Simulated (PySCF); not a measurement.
# Polarisability and C₆ of Br⁺ (bromine, charge +1)

[Ar] 3d10 4s2 4p4, high-spin 3P determinant. Calculation: PySCF 2.14, in x2c-QZVPPall with one added diffuse shell each of s, p, d, f type (12s9p6d5f1g, 113 functions); scalar relativity by spin-free X2C-1e. Coupled (time-dependent) response in atomic units; α is the mean over directions.

| method | mean α (bohr³) | α xx, yy, zz | C₆ (like pair) | S(−4) |
| --- | --- | --- | --- | --- |
| UHF | 12.24 | 11.99, 12.74, 11.99 | 76.14 | 30.78 |
| PBE | 12.67 | 12.28, 13.45, 12.28 | 79.11 | 34.73 |
| PBE0 | 12.43 | 12.09, 13.11, 12.09 | 77.34 | 32.59 |

S(−4) is the Cauchy moment in α(ω) = α(0) + S(−4) ω² + …

Spin-orbit coupling is absent.

α(iu) at UHF:

```json
{"u (hartree)": "0", "α(iu) (bohr³)": "12.24"}
{"u (hartree)": "0.0500", "α(iu) (bohr³)": "12.17"}
{"u (hartree)": "0.100", "α(iu) (bohr³)": "11.94"}
{"u (hartree)": "0.200", "α(iu) (bohr³)": "11.14"}
{"u (hartree)": "0.300", "α(iu) (bohr³)": "10.04"}
{"u (hartree)": "0.500", "α(iu) (bohr³)": "7.725"}
{"u (hartree)": "0.750", "α(iu) (bohr³)": "5.432"}
{"u (hartree)": "1.00", "α(iu) (bohr³)": "3.908"}
{"u (hartree)": "1.50", "α(iu) (bohr³)": "2.255"}
{"u (hartree)": "2.00", "α(iu) (bohr³)": "1.475"}
{"u (hartree)": "3.00", "α(iu) (bohr³)": "0.8043"}
{"u (hartree)": "5.00", "α(iu) (bohr³)": "0.3839"}
```

A single London oscillator, α(iu) = α/(1 + u²/ω²), gives C₆ = (3/4) ω α². Matching the computed C₆ needs ω = 4 × 76.14 / (3 × 12.24²) = 0.678 hartree.

For an ion, C₆ is the dispersion term alone; charge-induced terms of lower order in 1/R come first.

The components differ because the open shell of this determinant is not spherical; for a pure term their mean is the scalar polarisability.
